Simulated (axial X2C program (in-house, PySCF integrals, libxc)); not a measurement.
## Correcting the dissociation energy of SeI for spin–orbit coupling

A spin-free PBE0 curve (one-electron X2C) was computed with an axial X2C code built on PySCF integrals, basis I dyall-cv3z [11s12p8d4f1g], Se dyall-cv3z [8s9p6d4f1g] (cores contracted in-house), for the state M_S = 1/2, Λ = 1 (beyond evenly filled blocks: π+α, π+β, π-α). It gives D0 = 2.274 eV to I + Se, which in a spin-free picture are the weighted means of the ground terms.

Measured levels of the ground terms (NIST Handbook of Basic Atomic Spectroscopic Data), in cm⁻¹: I 2P: J = 3/2 at 0, J = 1/2 at 7603.1; Se 3P: J = 2 at 0, J = 1 at 1989.5, J = 0 at 2534.4.

The two components of the molecular doublet are 2571 cm⁻¹ apart in the PBE0 2c search (Ω = 3/2 lower), so the lower one lies 1286 cm⁻¹ under their mean.

Task: How far does each ground level lie under the (2J+1)-weighted mean of its term?

Result: I: (4 × 0 + 2 × 7603.1)/6 = 2534 cm⁻¹; Se: (5 × 0 + 3 × 1989.5 + 1 × 2534.4)/9 = 945 cm⁻¹.

Task: Correct D0.

Result: D0 = 2.274 + (1286 − 3479)/8065.5 = 2.002 eV at PBE0 with these spin–orbit terms. The direct two-component run gives 2.141 eV; the difference holds second-order terms in the molecule, scalar two-electron terms, the gap between measured and computed atomic splittings (a 2c atom can miss part of its lowering) and, in coupled cluster, the truncation of each run.

Second-order spin–orbit effects in the molecule, which grow quickly with Z, are left out. The state is one determinant whose occupation by symmetry is held fixed; it was picked as the lowest of a PBE0 search that is not exhaustive. Dissociation energies refer to the lowest single-determinant-based atoms at the same level and basis. The functionals have no current-density term, which raises determinants with orbital currents, atoms included.
